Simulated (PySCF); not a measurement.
Mg(Et)(SeH) (C2H6MgSe), SMILES C[CH2][Mg][SeH]. Heavy atoms are numbered as in [Mg:1]([CH2:2][CH3:3])[SeH:9]. Hydrogens are named by the atom that carries them.

Geometry: B3LYP-D3(BJ)/def2-SVP. The structure was generated by enumeration; whether it is a known compound was not checked. The values are those of a single conformer.

Computed with HF/pcSseg-1 (PySCF).

GIAO shieldings, no solvent; atoms alike by connectivity are averaged. δ = σ(ref) − σ: ¹³C against TMS (σ = 192.6 ppm); ¹H against TMS (σ = 31.99 ppm); ⁷⁷Se against Me2Se (σ = 1942.8 ppm), references at their B3LYP-D3(BJ)/def2-TZVP geometries, non-relativistic.

**Question.** Estimate the chemical shifts. (An estimate is asked for; the answer gives what the named calculation found.)

**Answer.** 
```tsv
nucleus	atoms	count	δ (ppm)
¹³C	C3 (CH3)	1	15.4
¹³C	C2 (CH2)	1	-4.2
¹H	H on C3	3	1.62
¹H	H on C2	2	0.12
¹H	H on Se9	1	-0.75
⁷⁷Se	Se9 (SeH)	1	-575.7
```
